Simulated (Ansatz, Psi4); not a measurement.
Exact exchange and the electronic atomisation energy of CuF (fluorocopper)

CuF has 2 atoms, charge 0, and is taken as a singlet. SMILES: `[F][Cu]`. The coordinates come from a PBE0-D4/def2-TZVP relaxation.

The electronic atomisation energy y, in eV, basis def2-TZVPP; a is the functional's share of exact exchange. Programs: Ansatz 0.2.0, Psi4 1.11.

| functional | program | a | y (eV) |
| --- | --- | --- | --- |
| revPBE | Ansatz | 0 | 4.06 |
| r2SCAN | Ansatz | 0 | 4.17 |
| TPSSh | Psi4 | 0.1 | 4.06 |
| B3LYP | Ansatz | 0.2 | 3.97 |
| PBE0 | Ansatz | 0.25 | ? |
| BHLYP | Ansatz | 0.5 | 3.58 |

Fit y = c + s·a to the known rows and predict PBE0.


1. Means of the 5 rows: a = 0.1600, y = 3.968.
2. Σ(Δa)² = 0.172, Σ(Δa·Δy) = -0.1844, so the slope is -0.1844/0.172 = -1.0721.
3. Intercept: 3.968 − (-1.0721) × 0.1600 = 4.140. The largest residual of the fit is 0.080.
4. PBE0: 4.140 + (-1.0721) × 0.25 = 3.87 eV.

The run gave 3.93 eV, so the prediction is off by -0.06 eV, within the largest residual. The rows mix families of semi-local functionals, which the line can't see.
